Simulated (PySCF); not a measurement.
This PySCF input asks for the NMR shieldings of SMILES C[C@@H]1[C@H](N(B)C)C1, C$_{5}$H$_{12}$BN; the geometry comes from GFN2-xTB.

```python
import basis_set_exchange as bse
import numpy as np
from pyscf import gto, dft
from pyscf.prop import nmr

atoms = """
B    -1.905178   -0.700238   -0.633741
N    -1.048778    0.307169   -0.240016
C    -1.391542    1.300325    0.759110
C     0.261188    0.552130   -0.764370
C     1.104430   -0.525288   -1.371334
C     1.492961    0.054772   -0.042255
C     1.364926   -0.808211    1.187950
H    -1.592443   -1.447424   -1.478293
H    -2.951703   -0.784032   -0.111650
H    -1.384904    2.302554    0.317649
H    -0.670651    1.287696    1.580633
H    -2.383183    1.098140    1.153999
H     0.344648    1.541301   -1.214381
H     1.686118   -0.281119   -2.247052
H     0.712505   -1.528533   -1.371706
H     2.346036    0.724050   -0.023715
H     1.402430   -0.203597    2.093134
H     0.422636   -1.351440    1.169229
H     2.180700   -1.529007    1.229346
"""
names = dict.fromkeys(["B", "N", "C", "H"], "pcSseg-1")
basis = {el: gto.basis.parse(bse.get_basis(n, elements=[el], fmt="nwchem")) for el, n in names.items()}
mol = gto.M(atom=atoms, basis=basis, charge=0, verbose=0)
mf = dft.RKS(mol, xc="PBE0")
mf.grids.level = 2
mf.grids.alignment = dft.numint.BLKSIZE   # the property module wants whole blocks of grid points
mf.conv_tol = 1e-9
mf.kernel()

calc = nmr.RKS(mf)   # GIAO
C = mf.mo_coeff
Co = C[:, mf.mo_occ > 0]
resp = mf.gen_response(singlet=True, hermi=2)
def vind(x):   # induced exchange potential for any number of trial vectors
    d = np.einsum("pi,xij,qj->xpq", C, 2 * x.reshape(-1, C.shape[1], Co.shape[1]), Co, optimize=True)
    return np.einsum("xpq,pi,qj->xij", resp(d - d.transpose(0, 2, 1)), C, Co, optimize=True).ravel()
mo1, _ = nmr.rhf.solve_mo1(calc, with_cphf=vind)
sigma = calc.kernel(mo1)
for i, s in enumerate(sigma):   # ppm
    print("%2d %-2s %9.2f" % (i, mol.atom_pure_symbol(i), np.trace(s) / 3))
```

**Question.** Give the expected output.

**Answer.** 
```
 0 B      64.36
 1 N     115.70
 2 C     138.75
 3 C     141.67
 4 C     173.11
 5 C     172.30
 6 C     174.39
 7 H      27.19
 8 H      27.01
 9 H      28.59
10 H      28.82
11 H      28.25
12 H      29.16
13 H      30.91
14 H      31.15
15 H      30.87
16 H      30.50
17 H      31.15
18 H      30.29
```

These numbers come from an equivalent density-fitted implementation of the same equations, which agrees with the script to about 0.01 ppm for H and up to a few tenths of a ppm for heavy atoms, so last digits may differ.

Size and cost of the density-fitted run: 179 basis functions, 29 s wall time on 1 thread of an Arm Neoverse V1, shared host; peak memory 0.75 GiB.
